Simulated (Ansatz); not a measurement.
Ansatz (a program for electronic structure) input for C3H9Al, SMILES [CH3][Al]([CH3])[CH3] (connectivity only; charge and spin as stated), charge +1, multiplicity 2, B3LYP-D3(BJ)/def2-SVP. 

Ansatz 0.2 input:
```yaml
crystal:
  periodic: [false, false, false]
  atoms:
    - {symbol: Al, position_ang: [-0.12165698, -0.04504971, -0.04525891]}
    - {symbol: C, position_ang: [-1.43522732, -1.52877838, -0.12763333]}
    - {symbol: H, position_ang: [-1.23317310, -2.19443840, -0.97531967]}
    - {symbol: H, position_ang: [-2.46012855, -1.15285815, -0.23192369]}
    - {symbol: H, position_ang: [-1.36885671, -2.12289001, 0.79354416]}
    - {symbol: C, position_ang: [0.04384661, 1.75261359, -0.94744943]}
    - {symbol: H, position_ang: [1.03035883, 1.82035134, -1.41842288]}
    - {symbol: H, position_ang: [-0.05144432, 2.53991530, -0.19291900]}
    - {symbol: H, position_ang: [-0.73829208, 1.86607123, -1.70206760]}
    - {symbol: C, position_ang: [1.54505275, -0.15922528, 1.13109034]}
    - {symbol: H, position_ang: [1.93801961, 0.84756148, 1.29191991]}
    - {symbol: H, position_ang: [2.27807225, -0.77818299, 0.61153799]}
    - {symbol: H, position_ang: [1.26495264, -0.62754309, 2.07597094]}
basis:
  gaussian:
    orbitals: def2-SVP
hamiltonian:
  xc: b3lyp
  dispersion: d3bj
total_charge: 1
magnetization: {spin_polarized: true, initial_magnetization: 1}
relax: {f_tol: 0.002, max_steps: 200}
```

Output:

```
[...]
integrals: 0.06 GiB planned
1150 factors; integrals over basis functions are off by at most 3.8e-4 eV
mean field: 0.61 GiB planned
mean field evaluation 192: about -9842.8373 eV, gradient 1.5e-5 eV
mean field -9842.83731182 eV, -361.7175994948 hartree, gradient 4.3e-5 eV, S^2 0.754304; 0 other end points of the search recorded, 0 dependent functions left out
the calculation of the forces begins
reference -9842.83758804 eV, -361.7176096455 hartree; 20, 19 occupied and 85, 86 virtual orbitals, 1150 factors
relax step  28: F+E_penalty+E_count = -9843.21594289 eV  Δ(F+E_penalty+E_count) = -2.126e-4 eV  max|allowed force component| = 7.350e-3 eV/Å  Δτ_max = 0.0234 Å  (29 SCF iters, accepted)
these checks for a lower state are left out or cut short: starts, cluster_reference, orbital_swaps, neighbouring_geometries, increment
integrals: 0.06 GiB planned
1150 factors; integrals over basis functions are off by at most 3.8e-4 eV
mean field: 0.61 GiB planned
mean field -9842.83744300 eV, -361.7176043154 hartree, gradient 4.6e-5 eV, S^2 0.754277; 0 other end points of the search recorded, 0 dependent functions left out
the calculation of the forces begins
reference -9842.83771916 eV, -361.7176144642 hartree; 20, 19 occupied and 85, 86 virtual orbitals, 1150 factors
relax step  29: F+E_penalty+E_count = -9843.21603942 eV  Δ(F+E_penalty+E_count) = -9.653e-5 eV  max|allowed force component| = 1.784e-2 eV/Å  Δτ_max = 0.0372 Å  (28 SCF iters, accepted)
these checks for a lower state are left out or cut short: starts, cluster_reference, orbital_swaps, neighbouring_geometries, increment
integrals: 0.06 GiB planned
1150 factors; integrals over basis functions are off by at most 3.8e-4 eV
mean field: 0.61 GiB planned
mean field -9842.83746174 eV, -361.7176050041 hartree, gradient 4.7e-5 eV, S^2 0.754240; 0 other end points of the search recorded, 0 dependent functions left out
the calculation of the forces begins
reference -9842.83773791 eV, -361.7176151530 hartree; 20, 19 occupied and 85, 86 virtual orbitals, 1150 factors
relax step  30: F+E_penalty+E_count = -9843.21602474 eV  Δ(F+E_penalty+E_count) = +1.468e-5 eV  max|allowed force component| = 5.777e-2 eV/Å  Δτ_max = 0.0528 Å  (28 SCF iters, rejected (line search))
these checks for a lower state are left out or cut short: starts, cluster_reference, orbital_swaps, neighbouring_geometries, increment
integrals: 0.06 GiB planned
1150 factors; integrals over basis functions are off by at most 3.8e-4 eV
mean field: 0.61 GiB planned
mean field -9842.83756269 eV, -361.7176087141 hartree, gradient 4.5e-5 eV, S^2 0.754251; 0 other end points of the search recorded, 0 dependent functions left out
the calculation of the forces begins
reference -9842.83783878 eV, -361.7176188600 hartree; 20, 19 occupied and 85, 86 virtual orbitals, 1150 factors
relax step  31: F+E_penalty+E_count = -9843.21615318 eV  Δ(F+E_penalty+E_count) = -1.138e-4 eV  max|allowed force component| = 4.023e-3 eV/Å  Δτ_max = 0.0260 Å  (29 SCF iters, accepted)
these checks for a lower state are left out or cut short: starts, cluster_reference, orbital_swaps, neighbouring_geometries, increment
integrals: 0.06 GiB planned
1150 factors; integrals over basis functions are off by at most 3.8e-4 eV
mean field: 0.61 GiB planned
mean field -9842.83760191 eV, -361.7176101553 hartree, gradient 4.7e-5 eV, S^2 0.754215; 0 other end points of the search recorded, 0 dependent functions left out
the calculation of the forces begins
reference -9842.83787808 eV, -361.7176203043 hartree; 20, 19 occupied and 85, 86 virtual orbitals, 1150 factors
relax step  32: F+E_penalty+E_count = -9843.21620309 eV  Δ(F+E_penalty+E_count) = -4.991e-5 eV  max|allowed force component| = 2.429e-2 eV/Å  Δτ_max = 0.0413 Å  (29 SCF iters, accepted)
these checks for a lower state are left out or cut short: starts, cluster_reference, orbital_swaps, neighbouring_geometries, increment
integrals: 0.06 GiB planned
1150 factors; integrals over basis functions are off by at most 3.8e-4 eV
mean field: 0.61 GiB planned
mean field -9842.83764458 eV, -361.7176117232 hartree, gradient 2.2e-5 eV, S^2 0.754213; 0 other end points of the search recorded, 0 dependent functions left out
the calculation of the forces begins
reference -9842.83792074 eV, -361.7176218722 hartree; 20, 19 occupied and 85, 86 virtual orbitals, 1150 factors
relax step  33: F+E_penalty+E_count = -9843.21622777 eV  Δ(F+E_penalty+E_count) = -2.468e-5 eV  max|allowed force component| = 9.993e-3 eV/Å  Δτ_max = 0.0011 Å  (23 SCF iters, accepted)
these checks for a lower state are left out or cut short: starts, cluster_reference, orbital_swaps, neighbouring_geometries, increment
integrals: 0.06 GiB planned
1150 factors; integrals over basis functions are off by at most 3.8e-4 eV
mean field: 0.61 GiB planned
mean field -9842.83763356 eV, -361.7176113183 hartree, gradient 1.6e-5 eV, S^2 0.754205; 0 other end points of the search recorded, 0 dependent functions left out
the calculation of the forces begins
reference -9842.83790972 eV, -361.7176214671 hartree; 20, 19 occupied and 85, 86 virtual orbitals, 1150 factors
relax step  34: F+E_penalty+E_count = -9843.21623516 eV  Δ(F+E_penalty+E_count) = -7.386e-6 eV  max|allowed force component| = 9.159e-3 eV/Å  Δτ_max = 0.0043 Å  (26 SCF iters, accepted)
these checks for a lower state are left out or cut short: starts, cluster_reference, orbital_swaps, neighbouring_geometries, increment
integrals: 0.06 GiB planned
1150 factors; integrals over basis functions are off by at most 3.8e-4 eV
mean field: 0.61 GiB planned
mean field evaluation 224: about -9842.8261 eV, gradient 3.6e-1 eV
mean field -9842.83767277 eV, -361.7176127593 hartree, gradient 1.0e-5 eV, S^2 0.754191; 0 other end points of the search recorded, 0 dependent functions left out
the calculation of the forces begins
reference -9842.83794900 eV, -361.7176229106 hartree; 20, 19 occupied and 85, 86 virtual orbitals, 1150 factors
relax step  35: F+E_penalty+E_count = -9843.21625232 eV  Δ(F+E_penalty+E_count) = -1.716e-5 eV  max|allowed force component| = 1.836e-3 eV/Å  Δτ_max = 0.0158 Å  (26 SCF iters, accepted)
these checks for a lower state are left out or cut short: starts, cluster_reference, orbital_swaps, neighbouring_geometries, increment
integrals: 0.06 GiB planned
1150 factors; integrals over basis functions are off by at most 3.8e-4 eV
mean field: 0.61 GiB planned
mean field -9842.83767365 eV, -361.7176127915 hartree, gradient 1.5e-5 eV, S^2 0.754174; 0 other end points of the search recorded, 0 dependent functions left out
the calculation of the forces begins
reference -9842.83794998 eV, -361.7176229467 hartree; 20, 19 occupied and 85, 86 virtual orbitals, 1150 factors
relax step  36: F+E_penalty+E_count = -9843.21625849 eV  Δ(F+E_penalty+E_count) = -6.167e-6 eV  max|allowed force component| = 1.042e-2 eV/Å  Δτ_max = 0.0223 Å  (26 SCF iters, accepted)
these checks for a lower state are left out or cut short: starts, cluster_reference, orbital_swaps, neighbouring_geometries, increment
integrals: 0.06 GiB planned
1150 factors; integrals over basis functions are off by at most 3.8e-4 eV
mean field: 0.61 GiB planned
mean field -9842.83768265 eV, -361.7176131222 hartree, gradient 1.7e-5 eV, S^2 0.754176; 0 other end points of the search recorded, 0 dependent functions left out
the calculation of the forces begins
reference -9842.83795897 eV, -361.7176232771 hartree; 20, 19 occupied and 85, 86 virtual orbitals, 1150 factors
relax step  37: F+E_penalty+E_count = -9843.21626345 eV  Δ(F+E_penalty+E_count) = -4.959e-6 eV  max|allowed force component| = 2.988e-3 eV/Å  Δτ_max = 0.0007 Å  (22 SCF iters, accepted)
these checks for a lower state are left out or cut short: starts, cluster_reference, orbital_swaps, neighbouring_geometries, increment
integrals: 0.06 GiB planned
1150 factors; integrals over basis functions are off by at most 3.8e-4 eV
mean field: 0.61 GiB planned
mean field -9842.83768051 eV, -361.7176130438 hartree, gradient 4.4e-5 eV, S^2 0.754177; 0 other end points of the search recorded, 0 dependent functions left out
the calculation of the forces begins
reference -9842.83795685 eV, -361.7176231991 hartree; 20, 19 occupied and 85, 86 virtual orbitals, 1150 factors
relax step  38: F+E_penalty+E_count = -9843.21626552 eV  Δ(F+E_penalty+E_count) = -2.072e-6 eV  max|allowed force component| = 1.184e-3 eV/Å  Δτ_max = 0.0033 Å  (23 SCF iters, accepted)
these checks for a lower state are left out or cut short: starts, cluster_reference, orbital_swaps, neighbouring_geometries, increment
integrals: 0.06 GiB planned
1150 factors; integrals over basis functions are off by at most 3.8e-4 eV
mean field: 0.60 GiB planned
mean field -9842.83768054 eV, -361.7176130449 hartree, gradient 1.4e-5 eV, S^2 0.754180; 0 other end points of the search recorded, 0 dependent functions left out
the calculation of the forces begins
reference -9842.83795690 eV, -361.7176232009 hartree; 20, 19 occupied and 85, 86 virtual orbitals, 1150 factors
relax step  39: F+E_penalty+E_count = -9843.21626703 eV  Δ(F+E_penalty+E_count) = -1.510e-6 eV  max|allowed force component| = 1.978e-3 eV/Å  Δτ_max = 0.0062 Å  (25 SCF iters, accepted)
these checks for a lower state are left out or cut short: starts, cluster_reference, orbital_swaps, neighbouring_geometries, increment
integrals: 0.06 GiB planned
1150 factors; integrals over basis functions are off by at most 3.8e-4 eV
mean field: 0.61 GiB planned
mean field -9842.83768381 eV, -361.7176131650 hartree, gradient 1.9e-5 eV, S^2 0.754187; 0 other end points of the search recorded, 0 dependent functions left out
the calculation of the forces begins
reference -9842.83796023 eV, -361.7176233231 hartree; 20, 19 occupied and 85, 86 virtual orbitals, 1150 factors
relax step  40: F+E_penalty+E_count = -9843.21626851 eV  Δ(F+E_penalty+E_count) = -1.480e-6 eV  max|allowed force component| = 1.605e-3 eV/Å  Δτ_max = 0.0133 Å  (25 SCF iters, accepted)
integrals: 0.06 GiB planned
1150 factors; integrals over basis functions are off by at most 3.8e-4 eV
mean field: 0.61 GiB planned
mean field evaluation 256: about -9842.8273 eV, gradient 4.0e-2 eV
mean field -9842.83768381 eV, -361.7176131650 hartree, gradient 1.9e-5 eV, S^2 0.754187; 1 other end points of the search recorded, 0 dependent functions left out
the calculation of the forces begins
reference -9842.83796023 eV, -361.7176233231 hartree; 20, 19 occupied and 85, 86 virtual orbitals, 1150 factors
Total energy: -9843.21654492 eV, -361.7315360542 hartree
Atom 0 at    -0.237029     0.051208    -0.182176 Å, force    -0.000216    -0.001553     0.000604 eV/Å
Atom 1 at    -1.298682    -1.556096    -0.119819 Å, force    -0.000124     0.000517     0.000900 eV/Å
Atom 2 at    -0.781964    -2.393065    -0.619494 Å, force    -0.000475     0.000811     0.000261 eV/Å
Atom 3 at    -2.253260    -1.374496    -0.644482 Å, force     0.000758    -0.000546     0.000430 eV/Å
Atom 4 at    -1.520939    -1.862594     0.915595 Å, force     0.000206     0.000273    -0.001605 eV/Å
Atom 5 at    -0.003033     1.856425    -0.854394 Å, force    -0.000019     0.000485    -0.000561 eV/Å
Atom 6 at     0.896144     1.936507    -1.486396 Å, force     0.000085    -0.000111     0.000023 eV/Å
Atom 7 at     0.072760     2.589661    -0.035630 Å, force    -0.000023    -0.000061     0.000185 eV/Å
Atom 8 at    -0.896330     2.083989    -1.464553 Å, force     0.000029    -0.000011    -0.000018 eV/Å
Atom 9 at     1.580207    -0.247449     1.104860 Å, force    -0.000522    -0.000645     0.001061 eV/Å
Atom 10 at     2.223767     0.615876     0.907909 Å, force     0.000082     0.000040    -0.000094 eV/Å
Atom 11 at     1.876406    -1.217565     0.683181 Å, force     0.000145     0.000388    -0.000721 eV/Å
Atom 12 at     1.033475    -0.264854     2.058468 Å, force     0.000073     0.000414    -0.000465 eV/Å
Dipole moment:     0.229399    -0.017994     0.153643 e Å
```

The calculation finished and met its thresholds.

Cost: around 2.3 core-minutes (rough).
